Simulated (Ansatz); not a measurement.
`C[Se][SiH2]Cl` + CH₃OH → `CO[SiH2]Cl` + `C[SeH]` at 400 K and 1 bar (ligand exchange at the Si–Se bond).

Gas-phase electronic energies from Ansatz, PBE0-D4/def2-TZVP geometries. CCSD(T)/CBS is the MP2 limit (def2-TZVPP, def2-QZVPP) plus CCSD(T) − MP2 in def2-TZVPP, frozen cores. This one scheme is used for every species. For Se outer-core shells are correlated without core-valence functions, which leaves a few kJ/mol of doubt a bond. Scalar relativity is left out up to krypton. One conformer a species, not always the lowest.

```tsv
species	CCSD(T)/CBS energy (Eh)	H − E (kJ/mol)	S (J/(mol·K))
`C[Se][SiH2]Cl`	-3190.69652	181.3	390.4
CH₃OH	-115.61712	151.2	252.6
`CO[SiH2]Cl`	-865.17164	189.7	357.8
`C[SeH]`	-2441.15625	135.4	284.5
```

H − E and S are ideal-gas, rigid-rotor, harmonic terms from PBE0-D4/def2-TZVP, for one conformer and one mirror image of each species. 1 Eh = 2625.50 kJ/mol, R = 8.31446 J/(mol·K).

**Question.** By hand: ΔE, ΔH, ΔS and ΔG.

**Answer.** ΔE = (-865.17164) + (-2441.15625) − (-3190.69652) − (-115.61712) = -0.01425 Eh = -37.4 kJ/mol. Δ(H − E) = 189.7 + 135.4 − 181.3 − 151.2 = -7.4, so ΔH = -44.8 kJ/mol. ΔS = 357.8 + 284.5 − 390.4 − 252.6 = -0.7 J/(mol·K). ΔG = -44.8 − 400 × (-0.7)/1000 = -44.5 kJ/mol.

**Question.** By hand: the equilibrium constant, and the temperature at which ΔG would vanish if ΔH and ΔS stayed fixed.

**Answer.** log₁₀ K = −ΔG/(RT ln 10) = 5.8. ΔG = 0 at ΔH/ΔS = 64000 K, far beyond where these terms or the molecules hold.

The number of gas molecules stays the same, so ΔS is small and ΔH decides. A doubt of 5 kJ/mol in ΔE shifts log₁₀ K by 0.7 here. Other conformers and mirror images would add mixing entropy, several J/(mol·K) or more a flexible species. Modes under 60 cm⁻¹, often nearly free rotors, make the harmonic entropy too high. These are equilibria of isolated gas molecules and say nothing of rates. Largest T1 diagnostic: 0.010 (customary marks: 0.02 for closed shells, 0.045 for open ones).
